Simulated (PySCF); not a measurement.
## Shieldings and the share of exact exchange

Molecule: SMILES COB(C)Cl, C2H6BClO.

Atoms are numbered as in `[CH3:1][O:2][B:3]([CH3:4])[Cl:5]`. Each H is labelled by its parent atom.

GIAO shieldings (ppm, equivalent atoms averaged) in PySCF 2.14.0 with density-fitted response routines on the PBE0-D3(BJ)/def2-SVP geometry, basis pcSseg-2, gas phase, non-relativistic:

| functional | exact exchange (%) | σ(C1) | σ(O2) | σ(B3) | σ(Cl5) |
| --- | --- | --- | --- | --- | --- |
| BLYP | 0 | 116.7 | 148.1 | 46.9 | 744.5 |
| BP86 | 0 | 120.9 | 150.8 | 50.5 | 750.4 |
| PBE | 0 | 121.2 | 149.1 | 49.7 | 749.5 |
| B3LYP | 20 | 122.3 | 162.7 | 51.2 | 768.5 |
| PBE0 | 25 | 127.6 | 167.3 | 54.9 | 779.9 |
| mPW1PW91 | 25 | 126.9 | 168.8 | 54.6 | 781.4 |
| HF | 100 | 140.3 | 214.4 | 70.1 | 849.3 |

Q: Fit each shielding as a line in the percentage of exact exchange.

A: σ(C1) = 120.1 + 0.21 x (rms 1.9 ppm); σ(O2) = 150.1 + 0.65 x (rms 1.4 ppm); σ(B3) = 48.8 + 0.21 x (rms 1.3 ppm); σ(Cl5) = 750.2 + 1.01 x (rms 3.7 ppm). The functionals also differ in their semilocal parts, which the line can't hold; Hartree–Fock has no correlation at all.

Q: What does the line predict for BHandHLYP (50 %), and what does the run give?

A: σ(C1): 130.6 predicted, 129.5 computed; σ(O2): 182.6 predicted, 183.2 computed; σ(B3): 59.3 predicted, 57.7 computed; σ(Cl5): 800.7 predicted, 800.5 computed ppm.
